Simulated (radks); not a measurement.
Isoelectronic series with 16 electrons, all held in the configuration [Ne] 3s2 3p4, which need not be the ground one along the series. Calculated with a radial shooting solver on a logarithmic mesh with Libxc functionals: Dirac Kohn-Sham, PBE, spin-unpolarised, spherical densities, point nucleus; open shells fill j = l - 1/2 first. Total energies (hartree) and orbital eigenvalues (eV):

ion	E (hartree)	3p3/2	3p1/2	3s1/2	2p3/2
S	-399.04893	-6.9707	-7.0544	-17.2435	-156.0348
K3+	-599.04252	-54.6489	-54.9772	-72.3723	-321.7205
Ti6+	-842.12504	-131.8657	-132.7078	-157.3939	-551.5897
Mn9+	-1128.50894	-237.2199	-238.9837	-271.0184	-843.8214
Ni12+	-1458.54493	-370.3302	-373.5928	-413.0489	-1197.914
Ga15+	-1832.67198	-531.0741	-536.6142	-583.5819	-1613.707
Se18+	-2251.40696	-719.4328	-728.2657	-782.8526	-2091.185
Rb21+	-2715.34379	-935.4416	-948.8560	-1011.187	-2630.405
Zr24+	-3225.15628	-1179.170	-1198.768	-1268.987	-3231.472
Tc27+	-3781.60294	-1450.711	-1478.453	-1556.722	-3894.529
Pd30+	-4385.53330	-1750.180	-1788.431	-1874.933	-4619.748
In33+	-5037.89562	-2077.708	-2129.292	-2224.231	-5407.328
Te36+	-5739.74613	-2433.444	-2501.701	-2605.305	-6257.494
Cs39+	-6492.2599	-2817.553	-2906.406	-3018.928	-7170.491
Ce42+	-7296.7435	-3230.213	-3344.240	-3465.962	-8146.591
